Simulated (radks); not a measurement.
Spherical jellium clusters: N electrons in a uniform positive sphere of charge N and radius rs N^(1/3), rs = 3.81 bohr. Method: non-relativistic Kohn-Sham, LDA (Slater exchange, Perdew-Wang correlation), spin-polarised, spherical densities; computed with a radial shooting solver with Libxc functionals. Levels are named by radial order and angular momentum (1s, 1p, 1d, 2s, ...), and open shells are averaged over m.

N = 26, configuration 1s2 1p6 1d10 2s2 1f(up 6, down 0). This is the lowest configuration that the search found. Occupied and some empty levels:

level    occupation  eigenvalue (eV)  <r> (bohr)
1s up             1          -5.6161       6.997
1s down           1          -5.4012       6.606
1p up             3          -4.8982       8.189
1p down           3          -4.5952       8.013
1d up             5          -3.9702       9.014
1d down           5          -3.6256       8.966
2s up             1          -3.4497       7.207
2s down           1          -3.2773       7.438
1f up             6          -2.8698       9.725
1f down           0          -2.5135       9.771
2p up             0          -2.1640       8.758
2p down           0          -1.9929       8.879
1g up             0          -1.6379       10.45
1g down           0          -1.2944       10.60
2d up             0         -0.98407       10.90
2d down           0         -0.81887       11.19

Energy (eV): total -48.0144, kinetic 50.381, external -1930.8, Hartree 954.40, exchange-correlation -99.785, background 977.84.

Electron density:

r (bohr)  n(r) (e/bohr^3)
1.27             0.005554
2.63             0.004611
3.99             0.003905
5.35             0.004008
6.71             0.004674
8.07             0.004929
9.43             0.003934
10.8             0.002123
12.2            0.0007828
13.5            0.0002290
14.9           0.00005915
16.2           0.00001428
17.6            3.325e-06
